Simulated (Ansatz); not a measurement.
Ansatz (a first-principles code) input:

Ansatz 0.2 input:
```yaml
crystal:
  periodic: [false, false, false]
  atoms:
    - {symbol: C, position_ang: [-1.94939339, -0.08238617, 0.12950409]}
    - {symbol: N, position_ang: [-0.71889534, -0.65939589, -0.31604871]}
    - {symbol: B, position_ang: [0.46306059, -0.05992460, -0.07674042]}
    - {symbol: F, position_ang: [0.69170119, 1.14659368, 0.60030409]}
    - {symbol: F, position_ang: [1.68931502, -0.57175223, -0.48420773]}
    - {symbol: H, position_ang: [-2.50978425, -0.75848999, 0.80451212]}
    - {symbol: H, position_ang: [-2.64718758, 0.11600238, -0.70746389]}
    - {symbol: H, position_ang: [-1.85884920, 0.87862582, 0.67710310]}
basis:
  gaussian:
    orbitals: 6-31G*
total_charge: -1
magnetization: {spin_polarized: false}
correlation: {method: ccsd_t, electrons: outside_noble_gas}
```

### Question
What final total energy does it print?

### Answer
-318.50799 Eh (CCSD(T)/6-31G*).

It need not be the lowest isomer of its formula. Whether it binds its extra electron was not tested at this geometry.
